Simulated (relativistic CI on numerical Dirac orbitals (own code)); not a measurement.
**Mg11+: sensitivity of the levels to the model**

Base calculation: Dirac-Coulomb-Breit CI, separate exchange-only KLI orbitals for each configuration, QED by a radiative potential.

Configuration list: 1s, 2s, 2p, 3s, 3p, 3d, 4s, 4p, 4d, 4f, 5s, 5p, 5d, 5f, 5g, 6s, 6p, 6d. Levels of other configurations are missing.

Variants: (1) QED terms removed; (2) non-relativistic limit. Shifts of the energy above 1s ²S1/2, in eV, for the lowest level and the first level of each name with at least 55 % of one term (blank where a level changes its place among those of its configuration and J or its character, or is not in the variant):

```tsv
Level	Base	Δ(1)	Δ(2)
1s ²S1/2	0.00	0.00	0.00
2p ²P°1/2	1471.69	+0.28	-2.31
2s ²S1/2	1471.73	+0.24	-2.35
2p ²P°3/2	1472.64	+0.28	-3.26
3p ²P°1/2	1744.56	+0.28	-3.07
3s ²S1/2	1744.57	+0.27	-3.08
3d ²D3/2	1744.84	+0.28	-3.35
3p ²P°3/2	1744.84	+0.28	-3.35
3d ²D5/2	1744.93	+0.28	-3.44
4p ²P°1/2	1840.02	+0.28	-3.30
4s ²S1/2	1840.03	+0.28	-3.30
4d ²D3/2	1840.14	+0.28	-3.42
4p ²P°3/2	1840.14	+0.28	-3.42
4f ²F°5/2	1840.18	+0.28	-3.46
```
